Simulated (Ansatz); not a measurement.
C₂H₆N (SMILES C=[NH+]C), charge +1, singlet, at a GFN2-xTB geometry; REVPBE/6-31G* (Ansatz, an electronic-structure program).

Input for Ansatz:
Ansatz 0.2 input:
```yaml
crystal:
  periodic: [false, false, false]
  atoms:
    - {symbol: C, position_ang: [1.19670548, 0.19800153, -0.25514348]}
    - {symbol: N, position_ang: [0.15620289, -0.25883000, 0.29860321]}
    - {symbol: C, position_ang: [-1.19281822, 0.05866004, -0.04418099]}
    - {symbol: H, position_ang: [1.11956830, 0.90336850, -1.07597570]}
    - {symbol: H, position_ang: [2.18586447, -0.09844992, 0.07041593]}
    - {symbol: H, position_ang: [0.24717746, -0.92434630, 1.07269205]}
    - {symbol: H, position_ang: [-1.70467681, 0.47811026, 0.82533553]}
    - {symbol: H, position_ang: [-1.23680754, 0.76725567, -0.86945039]}
    - {symbol: H, position_ang: [-1.72786969, -0.85409755, -0.31729306]}
basis:
  gaussian:
    orbitals: 6-31G*
hamiltonian:
  xc: revpbe
total_charge: 1
```

### Question
Predict the main parts of the log of this Ansatz run.

### Answer

```
Functional definition: revPBE
782 factors; their error is unknown
mean field evaluation 1: about -3641.2025 eV, gradient 7.3e1 eV
mean field evaluation 2: about -3621.0471 eV, gradient 1.1e2 eV
mean field evaluation 4: about -3653.2541 eV, gradient 6.3e0 eV
mean field evaluation 8: about -3653.3381 eV, gradient 7.2e-2 eV
mean field evaluation 16: about -3653.2830 eV, gradient 1.0e-5 eV
mean field -3653.28297040 eV, -134.2556728779 hartree, gradient 1.0e-5 eV, S^2 0.000000; 0 other end points of the search recorded, 0 dependent functions left out
reference -3653.28299571 eV, -134.2556738084 hartree; 12, 12 occupied and 45, 45 virtual orbitals, 782 factors
Total energy: -3653.28299571 eV, -134.2556738084 hartree
```
